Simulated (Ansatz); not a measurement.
Reaction (ligand exchange at the Si–N bond): `C[N]([GeH3])[Si](C)(C)C` + PH₃ → `C[Si](C)(C)P` + `C[NH][GeH3]`

Program: Ansatz. Geometries: PBE0-D4/def2-TZVP. ΔE: electronic, gas phase. CCSD(T)/CBS is the MP2 limit (def2-TZVPP, def2-QZVPP) plus CCSD(T) − MP2 in def2-TZVPP, frozen cores. This one scheme is used for every species. DFT in def2-TZVPP. B3LYP here is the variant with VWN-RPA as its local correlation; programs differ in this. HSE06 is defined as in plane-wave codes. For Ge outer-core shells are correlated without core-valence functions, which leaves a few kJ/mol of doubt a bond. Scalar relativity is left out up to krypton. Each species was taken in one conformer, which may not be the lowest.

`C[N]([GeH3])[Si](C)(C)C`:

Cartesian coordinates in Å:
```
C -0.431 1.622 1.361
N 0.429 0.784 0.537
Ge 2.057 1.538 0.149
Si -0.292 -0.589 -0.240
C -1.736 -0.055 -1.311
C 0.979 -1.453 -1.305
C -0.925 -1.784 1.057
H -1.286 1.052 1.737
H -0.833 2.489 0.819
H 0.104 2.000 2.240
H 1.905 2.724 -0.831
H 2.991 0.485 -0.459
H 2.631 2.080 1.474
H -2.494 0.474 -0.725
H -1.406 0.616 -2.109
H -2.224 -0.917 -1.775
H 1.836 -1.799 -0.723
H 1.352 -0.815 -2.111
H 0.516 -2.329 -1.768
H -1.669 -1.325 1.713
H -0.106 -2.146 1.684
H -1.399 -2.650 0.585
```

PH₃:

Z-matrix (Å, degrees):
```
P
H 1 1.420
H 1 1.420 2 93.1
H 1 1.420 2 93.1 3 93.3
```

`C[Si](C)(C)P`:

Cartesian coordinates in Å:
```
C 1.125 1.212 -0.594
Si -0.087 -0.092 -0.008
C -1.417 0.699 1.049
C 0.816 -1.413 0.968
P -1.132 -1.133 -1.729
H 1.612 1.696 0.257
H 1.902 0.772 -1.223
H 0.619 1.985 -1.178
H -2.133 -0.045 1.405
H -1.970 1.458 0.489
H -0.973 1.186 1.922
H 0.126 -2.182 1.322
H 1.311 -0.975 1.839
H 1.581 -1.902 0.360
H -1.443 0.075 -2.410
H 0.065 -1.340 -2.468
```

`C[NH][GeH3]`:

Cartesian coordinates in Å:
```
C 0.614 0.496 1.160
N -0.459 0.576 0.188
Ge -0.545 -0.719 -1.114
H 0.457 1.226 1.959
H 1.622 0.660 0.749
H 0.610 -0.493 1.628
H -0.554 1.510 -0.185
H -1.718 -0.359 -2.036
H -0.782 -2.059 -0.398
H 0.755 -0.836 -1.949
```

```tsv
level	ΔE (kcal/mol)	difference from CCSD(T)/CBS
BLYP-D4	9.5	-0.6
r2SCANh-D4	8.5	-1.6
HSE06-D4	7.1	-3.0
CAM-B3LYP-D4	10.9	0.8
B2PLYP	8.9	-1.2
BLYP	5.7	-4.4
r2SCAN	7.6	-2.5
PBE0	5.4	-4.7
B3LYP	6.9	-3.2
LC-ωPBE	7.1	-3.0
CCSD(T)/def2-SVP	10.9	0.8
MP2/def2-TZVPP	11.5	1.4
SCS-MP2/def2-TZVPP	11.4	1.3
CCSD/def2-TZVPP	11.1	1.0
SCS-MP2/def2-QZVPP	10.8	0.7
CCSD/CBS(def2)	10.0	-0.1
CCSD(T)/CBS	10.1	0
```

Largest T1 diagnostic among the species: 0.013.

At CCSD(T), def2-SVP lies +0.8 kcal/mol from the extrapolated value and def2-TZVPP +1.1 kcal/mol. From PBE to PBE0 (25 % exact exchange), in def2-TZVPP and without D4, ΔE moves by +1.2 kcal/mol. Leaving LDA and LC-ωPBE aside and taking each functional with its dispersion term where it has one, the values, not all of them listed here, spread over 5.0 kcal/mol, from PBE-D4 to BHLYP-D4. LDA lies +3.9 kcal/mol from PBE without D4.

CCSD(T)/CBS has its own doubt, a few kJ/mol and more with outer-core shells, so smaller differences from it don't rank the levels.
